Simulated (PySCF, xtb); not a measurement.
SiFCl2Br, SMILES [Si](Br)(Cl)(Cl)F.

Harmonic wavenumbers (cm⁻¹) from GFN2-xTB (xtb) at its own minimum, in rising order: 111, 119, 175, 198, 203, 381, 543, 576, 835.

### Question
What does PBE-D3(BJ)/def2-SVP (PySCF) give at its own minimum? (Estimate from the structure and the level; the computed values follow.)

### Answer
129, 139, 204, 225, 252, 388, 573, 626, 906. Paired by order, the mean absolute difference is 33 cm⁻¹ and the zero-point energies are 4.5 and 4.9 kcal/mol.
